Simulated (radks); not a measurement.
Task: Br5+, 30 electrons, occupied as [Ne] 3s2 3p5.5 3d10 4s2 4d0.5 (fractional occupations, a model configuration). Method: Dirac Kohn-Sham, PBE, spin-unpolarised, spherical densities, point nucleus; open shells fill j = l - 1/2 first; computed with a radial shooting solver on a logarithmic mesh with Libxc functionals. Some entries of the table are withheld. Estimate them.

orbital,occ.,eigenvalue (eV),<1/r> (bohr^-1),<r^2> (bohr^2)
1s1/2,2,-13399.91,35.66,0.002460
2s1/2,2,-1815.068,7.959,0.04227
2p1/2,2,-1643.168,7.926,0.03248
2p3/2,4,-1595.595,7.666,0.03392
3s1/2,2,(1),2.621,0.3453
3p1/2,2,-257.6528,(2),(3)
3p3/2,3.5,-250.7022,(4),(5)
3d3/2,4,-146.4178,2.202,0.4011
3d5/2,6,-145.2884,2.187,0.4061
4s1/2,2,-84.1841,(6),2.335
4p1/2,0,-68.6753,0.8429,2.817
4p3/2,0,-67.7090,0.8298,2.891
4d3/2,0.5,-44.6783,0.6554,4.553
4d5/2,0,-44.5554,0.6533,4.581
5s1/2,0,-37.4501,0.4597,9.634

Result: 
(1) 3s1/2 eigenvalue (eV): -317.6544
(2) 3p1/2 <1/r> (bohr^-1): 2.507
(3) 3p1/2 <r^2> (bohr^2): 0.3566
(4) 3p3/2 <1/r> (bohr^-1): 2.445
(5) 3p3/2 <r^2> (bohr^2): 0.3696
(6) 4s1/2 <1/r> (bohr^-1): 0.9339
